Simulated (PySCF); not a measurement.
H$_{6}$O$_{2}$Si$_{2}$, singlet, at a GFN2-xTB geometry; PySCF with DF-PBE0/def2-TZVPPD.

PySCF was given this input:
```python
from pyscf import gto, scf, dft

mol = gto.M(
    atom='''
Si   -0.461647   -0.443063   -0.156812
O    -0.675625   -0.715077    1.441378
O    -1.658287    0.490856   -0.767709
Si    1.624447    0.506013   -0.203813
H    -0.752190   -1.654569   -0.920000
H    -1.494237   -1.062413    1.787602
H    -1.783294    1.399971   -0.512034
H     1.679607    1.861661    0.369444
H     2.626537   -0.284262    0.514895
H     2.115669    0.652085   -1.580522
''',
    basis='def2-tzvppd',
    charge=0,
    spin=0,
    verbose=4,
    max_memory=1800,
)

mf = dft.RKS(mol)
mf.xc = 'pbe0'
mf = mf.density_fit(auxbasis='def2-universal-jkfit')
mf.kernel()
```

Problem. Write the output that PySCF gives for this input, abridged.

Solution. 
```
PySCF version 2.14.0

[INPUT] verbose = 4
[INPUT] num. atoms = 10
[INPUT] num. electrons = 50
[INPUT] charge = 0
[INPUT] spin (= nelec alpha-beta = 2S) = 0
[INPUT] symmetry False subgroup None
[INPUT] Mole.unit = angstrom
[INPUT] Symbol           X                Y                Z      unit          X                Y                Z       unit  Magmom
[INPUT]  1 Si    -0.461647000000  -0.443063000000  -0.156812000000 AA   -0.872386396227  -0.837267725928  -0.296331733045 Bohr   0.0
[INPUT]  2 O     -0.675625000000  -0.715077000000   1.441378000000 AA   -1.276746212909  -1.351299687976   2.723809661973 Bohr   0.0
[INPUT]  3 O     -1.658287000000   0.490856000000  -0.767709000000 AA   -3.133708265927   0.927583406600  -1.450759753364 Bohr   0.0
[INPUT]  4 Si     1.624447000000   0.506013000000  -0.203813000000 AA    3.069759933871   0.956225985470  -0.385150750626 Bohr   0.0
[INPUT]  5 H     -0.752190000000  -1.654569000000  -0.920000000000 AA   -1.421433093637  -3.126682264195  -1.738548034600 Bohr   0.0
[INPUT]  6 H     -1.494237000000  -1.062413000000   1.787602000000 AA   -2.823698695192  -2.007669601178   3.378078199725 Bohr   0.0
[INPUT]  7 H     -1.783294000000   1.399971000000  -0.512034000000 AA   -3.369937259580   2.645561772333  -0.967604026466 Bohr   0.0
[INPUT]  8 H      1.679607000000   1.861661000000   0.369444000000 AA    3.173997226902   3.518029426784   0.698147978364 Bohr   0.0
[INPUT]  9 H      2.626537000000  -0.284262000000   0.514895000000 AA    4.963435586037  -0.537177327621   0.973010532908 Bohr   0.0
[INPUT] 10 H      2.115669000000   0.652085000000  -1.580522000000 AA    3.998034980232   1.232262059937  -2.986753713850 Bohr   0.0

nuclear repulsion = 231.113832597301
number of shells = 102
number of NR pGTOs = 362
number of NR cGTOs = 278
basis = def2-tzvppd
ecp = {}

******** <class 'pyscf.df.df_jk.DFRKS'> ********
method = DFRKS
initial guess = minao
damping factor = 0
level_shift factor = 0
DIIS = <class 'pyscf.scf.diis.CDIIS'>
diis_start_cycle = 1
diis_space = 8
diis_damp = 0
SCF conv_tol = 1e-09
SCF conv_tol_grad = None
SCF max_cycles = 50
direct_scf = False
XC library pyscf.dft.libxc version 7.1.2
    S. Lehtola, C. Steigemann, M. J. T. Oliveira, and M. A. L. Marques,  SoftwareX 7, 1–5 (2018)
XC functionals = pbe0
    C. Adamo and V. Barone,  J. Chem. Phys. 110, 6158 (1999)
    M. Ernzerhof and G. E. Scuseria,  J. Chem. Phys. 110, 5029 (1999)
radial grids:
    Treutler-Ahlrichs [JCP 102, 346 (1995); DOI:10.1063/1.469408] (M4) radial grids

becke partition: Becke, JCP 88, 2547 (1988); DOI:10.1063/1.454033
pruning grids: <function nwchem_prune>
grids dens level: 3
symmetrized grids: False
atomic radii adjust function: <function treutler_atomic_radii_adjust>
small_rho_cutoff = 0
Set gradient conv threshold to 3.16228e-05
Initial guess from minao.
tot grids = 125376
******** <class 'pyscf.df.df.DF'> ********
auxbasis = def2-universal-jkfit
init E= -732.952024515864
  HOMO = -0.320484335244288  LUMO = -0.0605233253116433  gap/eV = 7.07390
cycle= 1 E= -732.643216752763  delta_E= 0.309  |g|= 0.982  |ddm|= 2.43
  HOMO = -0.174715499370084  LUMO = -0.0109452029768416  gap/eV = 4.45642
cycle= 2 E= -732.36387730523  delta_E= 0.279  |g|= 1.56  |ddm|= 1.36
  HOMO = -0.297837588197467  LUMO = -0.0206285667227707  gap/eV = 7.54324
cycle= 3 E= -732.808901401787  delta_E= -0.445  |g|= 0.0713  |ddm|= 0.847
  HOMO = -0.29992589220457  LUMO = -0.0188543793967539  gap/eV = 7.64835
cycle= 4 E= -732.809909661673  delta_E= -0.00101  |g|= 0.0254  |ddm|= 0.069
  HOMO = -0.299102575618699  LUMO = -0.0184538345778514  gap/eV = 7.63684
cycle= 5 E= -732.809997103172  delta_E= -8.74e-05  |g|= 0.0148  |ddm|= 0.0209
  HOMO = -0.298956612653365  LUMO = -0.0184347667625375  gap/eV = 7.63339
cycle= 6 E= -732.810034338789  delta_E= -3.72e-05  |g|= 0.00172  |ddm|= 0.008
  HOMO = -0.299079903811055  LUMO = -0.018458675165267  gap/eV = 7.63609
cycle= 7 E= -732.810034903463  delta_E= -5.65e-07  |g|= 0.000389  |ddm|= 0.00161
  HOMO = -0.299052318614441  LUMO = -0.0184470789297134  gap/eV = 7.63566
cycle= 8 E= -732.810034938854  delta_E= -3.54e-08  |g|= 7.19e-05  |ddm|= 0.000396
  HOMO = -0.299060766898253  LUMO = -0.0184504932859725  gap/eV = 7.63579
cycle= 9 E= -732.810034940059  delta_E= -1.21e-09  |g|= 2.03e-05  |ddm|= 7.48e-05
  HOMO = -0.299058780616181  LUMO = -0.0184492907357328  gap/eV = 7.63577
cycle= 10 E= -732.810034940152  delta_E= -9.25e-11  |g|= 4.49e-06  |ddm|= 2.23e-05
  HOMO = -0.299059248970333  LUMO = -0.0184495955249212  gap/eV = 7.63578
Extra cycle  E= -732.810034940151  delta_E= 2.27e-13  |g|= 4.28e-06  |ddm|= 8.77e-06
converged SCF energy = -732.810034940151
```
